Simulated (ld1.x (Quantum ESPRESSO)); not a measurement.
# Before and after: TM potential for Li

ld1.x (Quantum ESPRESSO) 7.5 input, shortened:

```
&input
   title='Li', zed=3., rel=1, dft='WC', iswitch=3,
   config='[He] 2s0 2p1'
 /
 &inputp
   pseudotype=2, tm=.true., lloc=0,
   nlcc=.true., new_core_ps=.true., rcore=2.60
 /
2
2P  2  1   1.00   0.00  4.20  4.20  0.0
2S  1  0   0.00   0.00  3.50  3.50  0.0
 &test
   configts(1)='2s0 2p1'
 /
```

All-electron outer shells of the reference configuration (Wu–Cohen, scalar-relativistic, ld1.x):

```
shell  level (eV)  outermost node (bohr)  outermost maximum (bohr)
   1s      -53.24                      –                      0.36
   2s       -3.28                   0.83                      3.16
   2p       -1.53                      –                      4.06
```

Change: wave 2s (bound): rc 3.50 bohr becomes 2s (bound): rc 4.20 bohr.

Cutoffs: the cutoffs (Ry, on a coarse ladder) from which the occupation-weighted sum of valence levels, in a spherical-Bessel basis at the reference potential, stays within 10 and 1 mRy of its value at 400 Ry; they do not see the model core or the augmentation charge, which bear on the density cutoff. Errors are all-electron minus pseudo energies relative to the spin-unpolarised reference configuration.

What does the change do?

Both files are so soft that the ladder of cutoffs tells neither apart; neither file shows a bound ghost.

| quantity | base | changed |
| --- | --- | --- |
| cutoff, loose | 6 Ry | 6 Ry |
| cutoff, tight | 6 Ry | 6 Ry |
| bound ghosts | none | none |
| error for 2s1 2p0, meV [ΔE -1.77 eV] | -14 | -17 |
| error for 2s0.5 2p0, meV [ΔE 0.24 eV] | +1.7 | +2.8 |
| s: phases at 4.57 bohr within 0.05 rad from the reference energy up to (Ry; the scan ends near 5) | 0.5 | 0.4 |
| p: phases at 4.57 bohr within 0.05 rad from the reference energy up to (Ry; the scan ends near 5) | 0.7 | 0.8 |
